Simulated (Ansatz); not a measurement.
Reaction: CH5OSi (SMILES [CH2]O[SiH3], doublet) → CH5OSi (SMILES OC[SiH2], doublet)
Each species at its own B3LYP-D3(BJ)/def2-TZVP minimum (Ansatz, a quantum-chemistry and plane-wave program), one conformer.

Quantity: isomerisation energy (electronic), in kcal/mol. Radicals and triplets start from unrestricted determinants; spin-orbit coupling is neglected. CBS(X,Y): correlation extrapolated as X^-3, Hartree-Fock from the larger set. A bracket is a step between two methods taken in the basis named. The functionals are non-relativistic, so their misses hold any scalar relativity. Double hybrids freeze cores in their MP2 part. '+ core + X2C': CCSD(T) terms for core correlation (cc-pwCVTZ, 1s frozen past Ne) and scalar relativity (cc-pVTZ-DK).

CCSD(T)/CBS(cc-pV(T+d)Z,cc-pV(Q+d)Z) + [CCSDT(Q) - CCSD(T)]/cc-pV(D+d)Z + core + X2C (Ansatz) gives 18.2 kcal/mol.

Q: What does PBE/def2-TZVPD (Ansatz) give here, and how do the other levels compare?

A: PBE gives 14.2 kcal/mol, 4.0 kcal/mol below it. Differences of the others: B3LYP/def2-TZVPD (Ansatz) 1.8; B2PLYP/def2-TZVPD (Ansatz) 1.8; CCSD(T)/CBS(cc-pV(T+d)Z,cc-pV(Q+d)Z) + core + X2C (Ansatz) 0.0 kcal/mol. Nearer than PBE: B3LYP/def2-TZVPD, B2PLYP/def2-TZVPD, CCSD(T)/CBS(cc-pV(T+d)Z,cc-pV(Q+d)Z) + core + X2C.
